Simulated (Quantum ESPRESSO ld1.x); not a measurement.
Results of a calculation; reference values are marked as such.
Problem. The aim is neutral lanthanum in [Xe] 5d1 6s2. What will ld1.x (Quantum ESPRESSO 7.5) do with this input?

```
 &input
    zed=57.0,
    iswitch=1,
    rel=0,
    dft='XYZ',
    config='[Xe] 5d1 6s2',
    verbosity='high',
    prefix='ld1',
    max_out_wfc=37,
    file_charge='ld1.rho',
 /
```

Solution. Refused. The program stops in set_dft_from_name with "XYZ: unrecognized dft": the name is not a functional that the program knows.

Output (excerpt):

```
     Program LD1 v.7.5 starts

 %%%%%%%%%%%%%%%%%%%%%%%%%%%%%%%%%%%%%%%%%%%%%%%%%%%%%%%%%%%%%%%%%%%%%%%%%%%%%%
     Error in routine set_dft_from_name (1):
     XYZ: unrecognized dft
 %%%%%%%%%%%%%%%%%%%%%%%%%%%%%%%%%%%%%%%%%%%%%%%%%%%%%%%%%%%%%%%%%%%%%%%%%%%%%%

     stopping ...
```

Run on one thread of a shared host, so times are rough (Intel(R) Xeon(R) Processor @ 2.60GHz): 0.44 s of CPU time, 0.76 s wall, peak memory 26 MiB.
